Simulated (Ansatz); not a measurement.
Caution, from a PySCF single point (B3LYP-D3(BJ)/def2-TZVP) at this geometry: the restricted solution is unstable towards spin-unrestricted or complex orbitals, so a lower solution exists and this singlet may not be the ground state. This singlet lies 0.57 eV above the relaxed triplet at the level B3LYP/cc-pVTZ // B3LYP-D3(BJ)/def2-TZVP (Ansatz, a quantum-chemistry and plane-wave program); other levels give the other order.

A geometry relaxed with B3LYP-D3(BJ)/def2-TZVP in Ansatz, charge 0, multiplicity 1:

```xyz
10

H      2.0323     1.4108    -0.0934
C     -0.1421     1.3373    -0.1280
C      1.2605    -0.6045     0.0807
H      2.2831    -0.9485     0.1324
C      1.1051     0.8580    -0.0592
H     -2.2831     0.9485    -0.1325
C      0.1421    -1.3373     0.1280
C     -1.2605     0.6045    -0.0807
H     -2.0323    -1.4108     0.0933
C     -1.1051    -0.8580     0.0593
```

Question: Write the SMILES of this molecule.

Answer: `[c]1cc[c]cc1`
